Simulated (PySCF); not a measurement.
# C₆ coefficients of unlike pairs at PBE

Calculated with PySCF 2.14 from the dipole response of each species, C₆(A,B) = (3/π) ∫ α_A(iu) α_B(iu) du, in atomic units, from isotropic polarisabilities. For ions this is the dispersion term alone; charge-induced terms of lower order in 1/R come first.

```csv
species,configuration,basis,relativity,α (bohr³),C₆ (like pair)
F+,[He] 2s2 2p4 (3P),aug-cc-pVDZ-DK (4s3p2d),spin-free X2C,1.759,3.322
Sc(3+),[Ar] (1S),aug-cc-pVDZ-DK (7s6p4d2f),spin-free X2C,2.126,5.453
Pd,[Kr] 4d10 (1S),"x2c-QZVPPall with one added diffuse shell each of s, p, d, f, g type (14s9p8d5f3g)",spin-free X2C,31.10,225.5
Te(3+),[Kr] 4d10 5s2 5p1 (2P),"x2c-TZVPPall with one added diffuse shell each of s, p, d, f type (9s7p5d3f)",spin-free X2C,10.39,54.51
```

Problem. Estimate C₆ for Te(3+) with Pd.

Solution. The integral gives 107.5. The combination rule 2 C_A C_B / (C_A α_B/α_A + C_B α_A/α_B) gives 103.1 and the geometric mean 110.9.

No spin-orbit coupling is included.

The other pairs:

| pair | C₆ |
| --- | --- |
| Pd, Sc(3+) | 30.05 |
| Te(3+), Sc(3+) | 16.29 |
| Pd, F+ | 23.86 |
| Te(3+), F+ | 12.85 |
| Sc(3+), F+ | 4.253 |
